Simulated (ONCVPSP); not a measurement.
**Which change was made? (Pm, ONCV)**

| Item | Value |
| --- | --- |
| Element | promethium |
| Generator | ONCVPSP 4.0.1 |
| Type | optimised norm-conserving Vanderbilt (ONCV) |
| Functional | PBE |
| Relativity | scalar-relativistic |
| Frozen core | [Kr] 4d10 |
| Valence charge | 15 |
| Reference configuration | 4f5 5s2 5p6 6s1 6p1 |
| Partial waves | 5s+6s: rc 2.05 bohr, ncon 3, nbas 6, qcut 5.8 1/bohr, 3 projectors, debl 1.7 Ha; 5p+6p: rc 2.85 bohr, ncon 4, nbas 8, qcut 5.7 1/bohr, 2 projectors; d scattering state at 0.33 Ha: rc 3.10 bohr, ncon 4, nbas 9, qcut 3.6 1/bohr, 3 projectors, debl 3 Ha; 4f: rc 1.40 bohr, ncon 3, nbas 7, qcut 13.4 1/bohr, local |
| Local potential | the f channel |
| Core correction | Teter function, fcfact 2.75, rcfact 1.1 |

In the d channel the program set the typed energies aside and used -0.101, 2.899, 5.899 Ha.

Cutoffs, loose and tight: the cutoffs (Ha) at which the residual kinetic energy of the hardest occupied pseudo-wave falls to 1 and 0.1 mHa per electron. They do not see the model core or the augmentation charge, which bear on the density cutoff. Test errors are all-electron minus pseudo excitation energies from the reference, over the configurations 4f5 5s2 5p6 6s2 6p0; 4f5 5s2 5p6 6s1 6p0; 4f5 5s2 5p6 6s0 6p0; 4f4 5s2 5p6 6s2 6p0; variants that change the core or the reference have their own tests.

The base gives: outcome: generated, projector energies reset by the program; cutoff, loose: 69 Ha; cutoff, tight: 77 Ha; bound ghosts: s, p; GHOST(+) flags above zero: d; largest test error (meV): tests left out (the all-electron energies of this program are off by 10 to 40 meV for near-neutral 4f atoms).

(1) After one change the result is: outcome: generated, projector energies reset by the program; cutoff, loose: 69 Ha; cutoff, tight: 77 Ha; bound ghosts: s, p, d; GHOST(+) flags above zero: none; largest test error (meV): tests left out (the all-electron energies of this program are off by 10 to 40 meV for near-neutral 4f atoms). Which change was it?
A. s: qcut 4.4; p: qcut 4.4; d: qcut 2.8; f: qcut 10.3
B. f: nproj 1; local potential polynomial inside 1.10 bohr (lpopt 5, dvloc0 0 Ha)
C. d: qcut 3.1

Answers

(1) C. The others give: f: nproj 1; local potential polynomial inside 1.10 bohr (lpopt 5, dvloc0 0 Ha) → outcome: generated, projector energies reset by the program; cutoff, loose: 69 Ha; cutoff, tight: 77 Ha; bound ghosts: s; GHOST(+) flags above zero: p, d; largest test error (meV): tests left out (the all-electron energies of this program are off by 10 to 40 meV for near-neutral 4f atoms) | s: qcut 4.4; p: qcut 4.4; d: qcut 2.8; f: qcut 10.3 → outcome: generated, projector energies reset by the program; cutoff, loose: 50 Ha; cutoff, tight: 117 Ha; bound ghosts: s, p; GHOST(+) flags above zero: s, d; largest test error (meV): tests left out (the all-electron energies of this program are off by 10 to 40 meV for near-neutral 4f atoms).
